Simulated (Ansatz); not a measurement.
Geometry optimisation, Ansatz, RKS PBE0-D4/6-31G.

Input file:

```yaml
crystal:
  periodic: [false, false, false]
  atoms:
    - { symbol: C, position_ang: [0.5359, 0.8418, 1.8364] }
    - { symbol: C, position_ang: [0.8259, 0.1927, 0.5068] }
    - { symbol: Si, position_ang: [1.108, -1.6302, 0.7663] }
    - { symbol: Al, position_ang: [-0.5758, 0.4128, -0.8264] }
    - { symbol: C, position_ang: [-0.4633, -0.3916, -2.6587] }
    - { symbol: "N", position_ang: [-2.2438, 1.3546, -0.3439] }
    - { symbol: H, position_ang: [-0.4034, 0.4516, 2.2781] }
    - { symbol: H, position_ang: [1.3664, 0.794, 2.5361] }
    - { symbol: H, position_ang: [0.3251, 1.9885, 1.6947] }
    - { symbol: H, position_ang: [1.7488, 0.6535, 0.1031] }
    - { symbol: H, position_ang: [1.4849, -2.2673, -0.4765] }
    - { symbol: H, position_ang: [-0.0521, -2.2545, 1.3406] }
    - { symbol: H, position_ang: [2.1999, -1.775, 1.7158] }
    - { symbol: H, position_ang: [0.495, -0.8735, -2.7098] }
    - { symbol: H, position_ang: [-0.5415, 0.4049, -3.3969] }
    - { symbol: H, position_ang: [-1.2667, -1.0922, -2.7868] }
    - { symbol: H, position_ang: [-2.37603, 2.10775, -1.04125] }
    - { symbol: H, position_ang: [-3.02611, 0.6787, -0.51572] }
basis:
  gaussian: { orbitals: "6-31G" }
hamiltonian:
  xc: pbe0
  dispersion: d4
relax:
  f_tol: 0.015
  max_steps: 40
```

Run as:

```bash
$ ansatz run input.yaml --threads 1 --pin off --max-ram 2048MiB --backend cpu --events-out ev --progress --plain --runs-dir out
```

Question: Where does it end, and by what steps?

Answer: The run converged. The force dipped under the threshold on the way, but the program's further checks kept it going. Limits of this set-up: no polarisation functions. After 24 steps the energy has fallen by 1.275 eV; H17 moved furthest, 1.59 Å.

```csv
step,energy less start (eV),largest force component (eV/Å),accepted
0,0.0000,2.751,yes
1,-0.5147,1.660,yes
2,-0.6843,1.749,yes
3,-0.8191,0.459,yes
4,-0.9074,0.571,yes
5,-0.9877,1.474,yes
6,-1.1190,0.790,yes
7,-1.2067,0.482,yes
8,-1.2528,0.180,yes
9,-1.2690,0.108,yes
10,-1.2719,0.026,yes
11,-1.2726,0.050,yes
12,-1.2729,0.020,yes
13,-1.2730,0.015,yes
14,-1.2730,0.038,yes
15,-1.2732,0.022,yes
16,-1.2732,0.035,no
17,-1.2733,0.005,yes
18,-1.2735,0.020,yes
19,-1.2736,0.060,yes
20,-1.2738,0.025,yes
21,-1.2740,0.003,yes
22,-1.2742,0.051,yes
23,-1.2726,0.127,no
24,-1.2746,0.008,yes
```

```xyz
18
Properties=species:S:1:pos:R:3
C 0.436 1.015 1.731
C 0.798 0.248 0.444
Si 1.199 -1.585 0.814
Al -0.628 0.328 -0.929
C -0.491 -0.466 -2.729
N -2.152 1.146 -0.439
H -0.463 0.600 2.203
H 1.241 0.974 2.477
H 0.237 2.075 1.527
H 1.715 0.670 -0.001
H 1.702 -2.298 -0.416
H -0.039 -2.313 1.281
H 2.238 -1.732 1.900
H 0.177 -1.335 -2.724
H -0.089 0.255 -3.453
H -1.471 -0.792 -3.097
H -2.297 1.588 0.458
H -2.972 1.218 -1.025
```

Time of the run: 2.8 min on 1 thread of Arm Neoverse V2, on a shared host, peak memory 0.23 GiB.
